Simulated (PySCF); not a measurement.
FH₆NOSi₂, SMILES O[Si@H](F)N[SiH3]. The structure is a stationary point at B3LYP-D3(BJ)/def2-SVP. The structure was generated by enumeration; whether it is a known compound was not checked. The values are those of a single conformer.

Computed equilibrium geometry at B3LYP-D3(BJ)/def2-SVP (PySCF confirms it by a frequency run) as Cartesian coordinates in Å (one conformer of several):
```xyz
11

O     -1.8551    -0.7140     1.1386
Si    -0.4087     0.0254     0.8278
F     -0.6868     1.5649     1.2521
N      0.0194    -0.1195    -0.8341
Si     1.6000    -0.3342    -1.5573
H     -1.9743    -1.6050     0.7917
H      0.7237    -0.4621     1.6408
H     -0.7385     0.0782    -1.4880
H      1.5723    -1.4413    -2.5582
H      2.0823     0.8942    -2.2552
H      2.5428    -0.6774    -0.4584
```
Charge 0, spin multiplicity 1.
